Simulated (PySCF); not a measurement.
**A search over the determinants of BeB⁺**

Unrestricted PBE0; basis Be def2-SVPD, B def2-SVPD; no relativity; PySCF 2.14. Outer shells of the fragments: Be 2s2; B+ 2s2.

Followed along the bond (rough minima from three points):

```csv
2Ms+1,unpaired,⟨S²⟩ at the start,R at minimum (Å),Te (eV)
1,none,0.00,2.22,0.00
3,"σ ↑, π ↑",2.01,1.82,0.24
1,"σ ↑, π ↓",1.01,1.80,0.72
3,σ ↑↑,2.00,2.12,0.79
```

Solutions found at the starting distance of 1.875 Å, counted from the lowest of them; the search is not exhaustive and high or unbound solutions are not listed, so other states can lie among these:

```csv
2Ms+1,unpaired,term,E (eV),⟨S²⟩,⟨Lz²⟩,μ (D)
3,"σ ↑, π ↑",³Π,0.00,2.01,1.00,-4.01
1,none,¹Σ⁺,0.12,0.00,0.00,-3.68
1,"σ ↑, π ↓",mixed,0.50,1.01,1.00,-4.28
3,σ ↑↑,³Σ⁺,0.72,2.00,0.00,1.45
3,π ↑↑,³Σ⁻,1.73,2.03,0.00,-3.61
1,π ↑↓,mixed,2.00,1.00,2.01,-3.43
1,none,mixed,2.83,0.00,2.00,-3.08
3,π ↑↑,mixed,4.89,2.03,2.00,-0.69
```

A term symbol is given only where ⟨S²⟩ and ⟨Lz²⟩ are close to those of a pure state; real π, δ and φ orbitals otherwise mix terms. A positive dipole points towards B; it is taken about the centre of mass and depends on that origin.

Problem. Compare the gap between the two lowest followed solutions at the starting distance with the gap between their minima.

Solution. At PBE0 the second solution (triplet, unpaired electrons σ ↑, π ↑) lies -0.12 eV from the first (singlet, closed shell) at 1.875 Å and +0.24 eV at the minima; the two curves relax by different amounts, since their minima lie near 1.82 and 2.22 Å.
